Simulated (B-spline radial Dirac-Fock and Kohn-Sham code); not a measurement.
ΔSCF core binding energies without Breit or QED terms, calculated with a radial finite-basis atomic code.

A sound run for the free barium atom, 1s2 2s2 2p6 3s2 3p6 3d10 4s2 4p6 4d10 5s2 5p6 6s2: The ground state converged in 12 iterations, with total energy -8135.65010 Ha, virial ratio 1.93681 and highest orbital energy -4.44 eV. ΔSCF binding energies: K (1s) 37586.0 eV, L3 (2p3/2) 5266.4 eV, M5 (3d5/2) 789.9 eV.

A second run, with one unsound setting: The ground state had not converged after 3 iterations, with total energy -8135.55371 Ha, virial ratio 1.93476 and highest orbital energy -3.67 eV. ΔSCF binding energies: K (1s) 37591.0 eV, L3 (2p3/2) 5270.8 eV, M5 (3d5/2) 793.4 eV (not all states converged, so these are not final).

```
iter   energy (Ha)        error
   1    -8130.79870287  1.92e+00
   2    -8134.32748349  2.66e-01
   3    -8135.55371115  6.33e-02
```

Task: Which fault fits the second run best?
A. too few iterations
B. functional not served
C. box too small
D. overfilled shell

Result: A. The input had maxit = 3: maxit ends the run before self-consistency.
